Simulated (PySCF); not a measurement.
Computed shifts of a molecule CH6ClFSi3, KT2/pcSseg-1 (PySCF), GIAO, gas phase, equivalent atoms averaged, in ppm (number of nuclei): ¹⁹F: -173.6 (1). ²⁹Si: 45.9 (1), -66.6 (1), -76.0 (1). ¹³C: 21.0 (1). ¹H: 4.72 (1), 4.64 (1), 4.56 (1), 4.52 (1), 1.88 (1), 1.31 (1). References: ¹⁹F against CFCl3 (σ = 127.1 ppm); ²⁹Si against TMS (σ = 361.9 ppm); ³⁵Cl against HCl (σ = 945.4 ppm); ¹³C against TMS (σ = 185.1 ppm); ¹H against TMS (σ = 31.47 ppm), references at their B3LYP-D3(BJ)/def2-TZVP geometries, non-relativistic (without spin–orbit terms, shifts of atoms bonded to Cl or Br come out too high). Coordinates come from a r2SCAN-D4/def2-SVP optimisation. The values are those of a single conformer.

**Question.** Identify the compound among the candidates.
A. F[Si@@H]1[SiH2]C[Si@H]1Cl
B. F[Si@]1(Cl)C[SiH2][SiH2]1
C. F[C@H]1[SiH2][Si@@H](Cl)[SiH2]1
D. F[Si@H]1C[SiH2][Si@H]1Cl

**Answer.** B, F[Si@]1(Cl)C[SiH2][SiH2]1
